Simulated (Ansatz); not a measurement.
`[NH2][Mg][Br]` + NH₃ → `[NH2][Mg][NH2]` + HBr at 400 K and 1 bar (ligand exchange at a Mg–Br bond).

Isolated molecules relaxed with PBE0-D4/def2-TZVP in Ansatz; ΔE leaves out vibrations. CCSD(T)/CBS is the MP2 limit (def2-TZVPP, def2-QZVPP) plus CCSD(T) − MP2 in def2-TZVPP, frozen cores. This one scheme is used for every species. For Br, Mg outer-core shells are correlated without core-valence functions, which leaves a few kJ/mol of doubt a bond. Scalar relativity is left out up to krypton. One conformer a species, not always the lowest.

```
         species  CCSD(T)/CBS energy (Eh)  H − E (kJ/mol)  S (J/(mol·K))
 `[NH2][Mg][Br]`              -2829.22045            89.6          323.4
             NH₃                -56.50880           104.2          203.1
`[NH2][Mg][NH2]`               -311.75078           154.6          321.7
             HBr              -2573.91920            27.6          207.2
```

H − E and S are ideal-gas, rigid-rotor, harmonic terms from PBE0-D4/def2-TZVP, for one conformer and one mirror image of each species. 1 Eh = 2625.50 kJ/mol, R = 8.31446 J/(mol·K).

**Question.** By hand: ΔE, ΔH, ΔS and ΔG.

**Answer.** ΔE = (-311.75078) + (-2573.91920) − (-2829.22045) − (-56.50880) = 0.05927 Eh = 155.6 kJ/mol. Δ(H − E) = 154.6 + 27.6 − 89.6 − 104.2 = -11.6, so ΔH = 144.0 kJ/mol. ΔS = 321.7 + 207.2 − 323.4 − 203.1 = 2.4 J/(mol·K). ΔG = 144.0 − 400 × (2.4)/1000 = 143.0 kJ/mol.

**Question.** By hand: the equilibrium constant, and the temperature at which ΔG would vanish if ΔH and ΔS stayed fixed.

**Answer.** log₁₀ K = −ΔG/(RT ln 10) = -18.7. ΔG = 0 at ΔH/ΔS = 60000 K, far beyond where these terms or the molecules hold.

The number of gas molecules stays the same, so ΔS is small and ΔH decides. A doubt of 5 kJ/mol in ΔE shifts log₁₀ K by 0.7 here. Other conformers and mirror images would add mixing entropy, several J/(mol·K) or more a flexible species. These are equilibria of isolated gas molecules and say nothing of rates. Largest T1 diagnostic: 0.009 (customary marks: 0.02 for closed shells, 0.045 for open ones).
